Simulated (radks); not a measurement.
Values are calculated unless marked as measured or tabulated.
Spherical quantum dot in the effective-mass picture: electrons in a parabolic well V = omega^2 r^2 / 2 with omega = 0.428, with a point charge +1 (a donor) at the centre, all in effective atomic units (hartree* = m*/eps^2 hartree, bohr* = eps/m* bohr), one dielectric constant everywhere. Level of theory: non-relativistic Kohn-Sham, PBEsol, spin-polarised, spherical densities (a radial shooting solver with Libxc functionals). Levels are named by radial order and angular momentum (1s, 1p, 1d, 2s, ...), and open shells are averaged over m.

N = 19, configuration 1s2 1p6 1d(up 5, down 4) 2s2. This is the lowest configuration that the search found. Occupied and some empty levels:

| level | occupation | eigenvalue (hartree*) | <r> (bohr*) |
|---|---|---|---|
| 1s up | 1 | 5.3857 | 2.172 |
| 1s down | 1 | 5.3894 | 2.148 |
| 1p up | 3 | 5.6236 | 3.433 |
| 1p down | 3 | 5.6314 | 3.426 |
| 2s up | 1 | 5.7399 | 3.151 |
| 2s down | 1 | 5.7455 | 3.167 |
| 1d up | 5 | 5.8175 | 3.891 |
| 1d down | 4 | 5.8259 | 3.891 |
| 1f up | 0 | 6.0344 | 4.225 |
| 1f down | 0 | 6.0429 | 4.227 |
| 2p up | 0 | 6.1128 | 3.577 |
| 2p down | 0 | 6.1182 | 3.577 |
| 1g up | 0 | 6.2745 | 4.503 |
| 1g down | 0 | 6.2827 | 4.507 |

Energy (hartree*): total 63.9126, kinetic 6.5747, external 16.624, Hartree 46.147, exchange-correlation -5.4332.
